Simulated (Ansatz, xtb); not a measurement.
## Relaxing a trial structure of F2GaH2NP

The starting geometry of this gas-phase doublet was built from a drawn formula by distance geometry; its bonds are those of `[N]=[P](F)(F)[GaH2]`.

```xyz
7

F     0.2227    2.2655    4.9409
F    -0.2204   -0.0076    3.4366
Ga    1.4300    2.1401    2.0711
N     2.1422    0.5055    4.3961
P     0.8379    1.1804    3.8845
H     1.9058    1.0199    0.8801
H     1.0713    3.3686    1.8208
```

Where would you expect an optimisation with r2SCAN-D4/def2-SVP to take it?

It rearranges to `FP(F)[N][GaH2]`. Distances that change by over a tenth: Ga3–H7 (1.30 → 1.55 Å). Contacts that open: Ga3–P5 (2.14 → 3.25 Å). Contacts that close: Ga3–N4 (2.93 → 1.83 Å).

The energy falls by 3.39 eV over 22 steps:

```
step  E − E(last) (eV)
   1             3.395
   3             1.783
   6             1.332
   8             0.818
  10             0.414
  13             0.166
  15             0.043
  17             0.013
  20             0.000
  22             0.000
```

Final geometry (Å):

```xyz
7

F     0.6938    1.3240    5.7389
F    -0.6518   -0.1400    4.3953
Ga    1.8586    2.0549    1.6623
N     1.1807    1.2685    3.1669
P     0.0612    1.2974    4.2580
H     3.1428    1.3781    1.1151
H     1.1041    3.2894    1.0936
```

From the same start GFN2-xTB ends elsewhere, in pieces: F2GaH2 + NP.

The end wasn't checked by frequencies. Open shells are spin-unrestricted. Run with Ansatz 0.2.0, 56 s on 2 threads of AMD EPYC 9R45 96-Core Processor (Zen 5), on a shared host.
